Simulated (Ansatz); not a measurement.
F3H2Si2, SMILES `F[SiH][SiH](F)F` radical, relaxed with UKS PBE-D4/def2-SVP in Ansatz 0.2.0 from a rough embedded geometry. The force threshold is 0.03 eV/Å; the program also tests the step.

Total charge 0; spin multiplicity 2.

Start:

```xyz
7

F     2.054   -1.248    0.107
Si    1.401    0.144   -0.080
Si   -0.887   -0.026   -0.212
F    -1.576    1.537   -0.329
F    -1.352   -0.844   -1.513
H     1.848    1.057    1.035
H    -1.489   -0.621    0.992
```

```csv
step,energy (eV),largest force (eV/Å),largest move (Å)
1,-23913.9320,3.709,0.000
2,-23914.1274,2.082,0.179
3,-23914.2425,0.872,0.146
4,-23914.2691,0.063,0.070
5 (rejected),-23914.2671,0.197,0.048
6,-23914.2706,0.018,0.024
```

End:

```xyz
7

F     2.115   -1.280    0.139
Si    1.415    0.190   -0.122
Si   -0.930   -0.028   -0.167
F    -1.470    1.511   -0.286
F    -1.358   -0.827   -1.523
H     1.870    1.120    0.981
H    -1.642   -0.685    0.978
```

It took 7.5 s on 4 threads of an Arm Neoverse V1 on a shared host, with 0.15 GiB of host memory at the peak.
